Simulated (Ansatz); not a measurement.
Reaction (substitution at a C–N bond): `[GeH3][NH]C1=C[SiH2]1` + HI → `IC1=C[SiH2]1` + `[NH2][GeH3]`

Gas-phase electronic energies from Ansatz, PBE0-D4/def2-TZVP geometries. CBS: MP2 limit from def2 TZ/QZ plus the TZ coupled-cluster correction, frozen cores. DFT in def2-TZVPP. Elements past krypton have def2 core potentials. For Ge, I outer-core shells are correlated without core-valence functions, which leaves a few kJ/mol of doubt a bond. Scalar relativity is left out up to krypton. One conformer a species, not always the lowest.

CCSD(T)/CBS gives +10.8 kJ/mol.

Problem. Another level gave +25.8 kJ/mol. Which?
A. revPBE/def2-TZVPP
B. LDA (SPW92)/def2-TZVPP
C. CAM-B3LYP/def2-TZVPP
D. PBE-D4/def2-TZVPP

Solution. C. CAM-B3LYP 25.8, PBE-D4 21.7, revPBE 13.0, LDA (SPW92) 39.2 kJ/mol.

Largest T1 diagnostic among the species: 0.013.

In def2-TZVPP, CCSD(T) changes the Hartree–Fock value by −7.7 kJ/mol (the triples alone add −2.1 kJ/mol) and MP2 by −13.1 kJ/mol. From PBE to PBE0 (25 % exact exchange), in def2-TZVPP and without D4, ΔE moves by +3.7 kJ/mol. The D4 term adds +3.7 kJ/mol with B3LYP and +2.4 kJ/mol with PBE0; it sums over pairs of atoms, weighted by their polarisabilities, and B3LYP, whose exchange is more repulsive, gets the larger term.

B3LYP here is the variant with VWN-RPA as its local correlation; programs differ in this.
